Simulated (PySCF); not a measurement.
trimethylsulfonium (C3H9S), SMILES C[S+](C)C, charge +1. Atoms are numbered in the order given.

```xyz
13

C     -1.4151    -0.8170    -0.2657
S      0.0000     0.0000     0.5219
C      0.0000     1.6340    -0.2657
C      1.4151    -0.8170    -0.2657
H     -1.3258    -0.7655    -1.3595
H     -2.3208    -0.3035     0.0853
H     -1.4233    -1.8581     0.0853
H      0.0000     1.5309    -1.3595
H      0.8975     2.1617     0.0853
H     -0.8975     2.1617     0.0853
H      1.3258    -0.7655    -1.3595
H      2.3208    -0.3035     0.0853
H      1.4233    -1.8581     0.0853
```
Charge +1, spin multiplicity 1.

Geometry optimised at B3LYP-D3(BJ)/def2-SVP.

Computed with B3LYP/def2-TZVP (PySCF).

Symmetry labels are those of the subgroup Cs that the program uses (full group C3v).

Computed valence orbital energies around the gap with their symmetry:
```
orbital  symmetry  energy (eV)
-------  --------  -----------
HOMO−7         A'       -18.01
HOMO−6         A"       -18.01
HOMO−5         A"       -16.93
HOMO−4         A'       -16.93
HOMO−3         A"       -16.38
HOMO−2         A"       -15.78
HOMO−1         A'       -15.78
HOMO           A'       -14.02
LUMO           A'        -5.00
LUMO+1         A"        -5.00
LUMO+2         A'        -4.22
LUMO+3         A'        -3.58
```
